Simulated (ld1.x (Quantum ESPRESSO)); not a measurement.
# Te (Z = 52), PAW: configuration errors across variants

- Element: tellurium (Te)
- Generator: ld1.x (Quantum ESPRESSO) 7.5
- Type: PAW
- Functional: BP86
- Relativity: scalar-relativistic
- Frozen core: [Kr] 4d10
- Valence charge: 6
- Reference configuration: 5s2 5p4
- Partial waves: 5s (bound): rcut 1.70, rcutus 2.05 bohr; 5s channel at 0.8 Ry: rcut 1.70, rcutus 2.05 bohr; 5p (bound): rcut 1.60, rcutus 2.05 bohr; 5p channel at 0.1 Ry: rcut 1.60, rcutus 2.05 bohr; 5d channel at 0.05 Ry: rcut 1.80, rcutus 2.15 bohr; 5d channel at 1.25 Ry: rcut 1.80, rcutus 2.15 bohr
- Local potential: all-electron potential smoothed inside 1.70 bohr (lloc = -1)
- Core correction: a·sin(br)/r model core, default radius (ld1.x builds one for every PAW set, though the input has nlcc=.false.)
- Augmentation charge: PSQ, inside the norm-conserving radii

All-electron excitation energies from the reference (eV): (1) 5s2 5p3 9.858; (2) 5s2 5p2 27.938; (3) 5s2 5p1 55.022; (4) 5s2 5p4.3 -1.504.

The default core radius of the base comes out at 1.51 bohr.

A true bound ghost makes a file unfit for plane-wave use even where its test errors are small: the radial tests pick states by their node count and pass the ghost by.

Errors AE − PS in meV (a dash: test not solved or not reliable):

| change | (1) | (2) | (3) | (4) | bound ghosts |
| --- | --- | --- | --- | --- | --- |
| base | +5.9 | +3.8 | -10 | -1.3 | d |
| core correction a·sin(br)/r model core inside 0.86 bohr | -6.6 | -37 | -121 | +0.3 | d |
| core correction a·sin(br)/r model core inside 1.12 bohr | -6.6 | -37 | -123 | +0.3 | d |
| core correction a·sin(br)/r model core inside 1.42 bohr | -6.7 | -38 | -129 | +0.3 | d |
| core correction a·sin(br)/r model core inside 1.68 bohr | -6.9 | -40 | -136 | +0.3 | d |
| core correction a·sin(br)/r model core inside 2.18 bohr | -6.5 | -37 | -128 | +0.3 | d |
| core correction a·sin(br)/r model core inside 2.44 bohr | -5.3 | -30 | -102 | +0.4 | d |

Give the same row for: core correction a·sin(br)/r model core inside 1.88 bohr.

-6.9, -40, -138, +0.3; bound ghosts: d.
